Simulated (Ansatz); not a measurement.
Reactions of CH2F2OSi (`F[Si]1(F)CO1`).

Program: Ansatz. Geometries: PBE0-D4/def2-TZVP. ΔE: electronic, gas phase. CCSD(T)/CBS adds triple-zeta CCSD(T) − MP2 to the extrapolated MP2 energy (def2 sets, frozen cores). Elements past krypton have def2 core potentials. For Ge, In, Sb, Se, Sn, Ti, Zn outer-core shells are correlated without core-valence functions, which leaves a few kJ/mol of doubt a bond. Scalar relativity is left out up to krypton. Each species was taken in one conformer, which may not be the lowest.

Q: Order these by ΔE at CCSD(T)/CBS, lowest first. (Best estimate.)
A. `F[Si]1(F)CO1` + `C#[C][AlH][OH]` → `O[Si]1(F)CO1` + `C#[C][AlH][F]`
B. `F[Si]1(F)CO1` + `[CH3][GeH]([F])[SeH]` → `F[Si]1([SeH])CO1` + `[CH3][GeH]([F])[F]`
C. `F[Si]1(F)CO1` + `F[CH2][InH2]` → `F[SiH]1CO1` + `F[CH](F)[InH2]`
D. `F[Si]1(F)CO1` + `Cl[SiH2][SbH2]` → `F[Si]1(Cl)CO1` + `F[SiH2][SbH2]`
E. `F[Si]1(F)CO1` + `C=C([SeH])B[SiH3]` → `F[Si]1([SeH])CO1` + `C=C(F)B[SiH3]`
F. `F[Si]1(F)CO1` + `[NH2][Ti]([NH2])([OH])[OH]` → `N[Si]1(F)CO1` + `[NH2][Ti]([OH])([OH])[F]`
G. `F[Si]1(F)CO1` + `NC[O][ZnH]` → `N[Si]1(F)CO1` + `FC[O][ZnH]`
H. `F[Si]1(F)CO1` + `[F][Sn]([Cl])([Cl])[Cl]` → `F[Si]1(Cl)CO1` + `[F][Sn]([F])([Cl])[Cl]`

A: F (-38.3 kJ/mol), A (-18.3 kJ/mol), D (+15.0 kJ/mol), G (+43.0 kJ/mol), B (+63.6 kJ/mol), H (+82.6 kJ/mol), E (+109.0 kJ/mol), C (+200.6 kJ/mol).

Largest T1 diagnostic: 0.024, for `[NH2][Ti]([NH2])([OH])[OH]`.
